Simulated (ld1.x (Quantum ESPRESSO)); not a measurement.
Results of a calculation; reference values are marked as such.
# Hardness and transferability of assorted potentials

Generated with ld1.x 7.5 (TM, RRKJ, ultrasoft, PAW), atompaw 4.2 or ONCVPSP 4.0.1. The cutoff is in Ry: for ld1.x and atompaw files where the sum of valence levels is converged to 10 mRy in a Bessel basis, for ONCV files where the hardest occupied wave has 1 mHa per electron of residual kinetic energy. The error is the largest all-electron minus pseudo excitation energy over each file’s own four to seven test configurations (ionisations up to +4, promotions, holes and added fractions of an electron), all of which were solved. The labels leave out finer settings (local radius, basis sizes, second energies), which also bear on the numbers. Spin-polarised tests are not counted. The rows are a selection from randomly drawn settings: files with unsolved tests, undetermined cutoffs or missed reference levels are left out.

A true bound ghost makes a file unfit for plane-wave use even where its test errors are small: the radial tests pick states by their node count and pass the ghost by.

```csv
element,potential,cutoff (Ry),largest error (meV),bound ghosts
O,"ultrasoft, PBEsol, non-relativistic, rc 0.75/1.30 (sp), local smoothed, core correction yes, reference 2s2 2p3",55,-9445,none
Ar,"TM, PBE, non-relativistic, rc 0.90/1.20 (sp), local smoothed, core correction yes, reference 3s2 3p5",160,+249,none
Cr,"TM, LDA (PZ), scalar-relativistic, rc 2.65/1.25/1.30 (spd), local p, core correction yes, reference 3p6 3d5 4s1 4p0",120,-45,s
Ge,"ultrasoft, LDA (PZ), scalar-relativistic, rc 1.90/1.80/1.45/1.50 (spdf), local smoothed, core correction no, reference 3d10 4s2 4p0",55,-55,none
Ce,"TM semilocal, LDA (PZ), scalar-relativistic, rc 3.20/2.45/2.55/1.10 (spdf), local s, core correction no, reference 4f1 5p6 5d1 6s2 6p0",230,+286,none
Pt,"TM, LDA (PZ), scalar-relativistic, rc 2.00/1.15/1.95 (spd), local s, core correction no, reference 5p6 5d9 6s1 6p0",140,-474,none
```

Fill in the row for Mo: TM, PBEsol, scalar-relativistic, rc 2.55/3.45/1.90 (spd), local smoothed, core correction yes, reference 4d5 5s0.5 5p0.

cutoff 40 Ry, largest error -574 meV, bound ghosts: none.
